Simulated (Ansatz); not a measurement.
A barrier at the coupled-cluster level

Start structure (BH2Cl2O2F, closed shell), relaxed at PBE0-D4/def2-TZVP:

B1  (-0.568, -0.466, -0.473)
F2  (0.353, -1.076, -1.235)
Cl3  (-0.992, -1.365, 1.050)
Cl4  (-1.915, 0.321, -1.363)
H5  (0.665, 1.329, -0.600)
O6  (0.220, 0.891, 0.146)
O7  (1.327, 0.550, 0.989)
H8  (0.910, -0.185, 1.486)
(Å)

The step: BCl₂F ([F][B]([Cl])[Cl]) + H₂O₂ ([OH][OH]) → BHCl₂O₂ ([OH][O][B]([Cl])[Cl]) + HF; bonds formed: F2–H5; dative contacts that become bonds: B1–O6; bonds broken: B1–F2, H5–O6. Computed with Ansatz 0.2.0 (basis: def2-TZVPP and def2-QZVPP); correlated methods freeze the cores. Extrapolation: Hartree–Fock as exp(−7.88 √X), correlation as X^−2.97. Energies below are by CCSD(T) at an estimated basis limit (MP2 extrapolated from triple and quadruple zeta, plus CCSD(T) − MP2 in triple zeta).

(1) What are the electronic barrier and the energy of the step, from the start structure to the end structure? (An estimate is asked for; the value comes from the calculation.)

T1 diagnostic: at most 0.013.

Results:

(1) Computed: Barrier 30.73 kcal/mol; step energy 5.41 kcal/mol (uphill); reverse barrier, their difference, 25.32 kcal/mol. Barrier and step energy count from the start structure, the reverse barrier from the end structure.

The saddle point: One imaginary mode of 927i cm⁻¹.
```json
{"pair": "B1–O6", "start (Å)": "1.69", "saddle (Å)": "1.52", "end (Å)": "1.36"}
{"pair": "F2–H5", "start (Å)": "2.51", "saddle (Å)": "1.10", "end (Å)": "0.93"}
{"pair": "B1–F2", "start (Å)": "1.34", "saddle (Å)": "1.64", "end (Å)": "3.70"}
{"pair": "H5–O6", "start (Å)": "0.97", "saddle (Å)": "1.30", "end (Å)": "2.57"}
```

Zero-point energy (harmonic, PBE0-D4): ZPE is 24.61 kcal/mol at the start and 21.52 kcal/mol at the saddle, so the barrier goes from 30.73 to 27.64 kcal/mol.

Labels in which every atom is bracketed show which atoms are joined, not bond orders.

For scale, one of the runs: CCSD(T)/def2-TZVPP, 236 basis functions, launched by `ansatz run in.yaml --threads 8 --pin off --events-out ev --progress --plain --max-ram 19148MiB`. Hardware: 8 CPU threads of an Intel Xeon 6975P-C, shared host. Wall time 23 s; peak host memory 4.9 GiB.
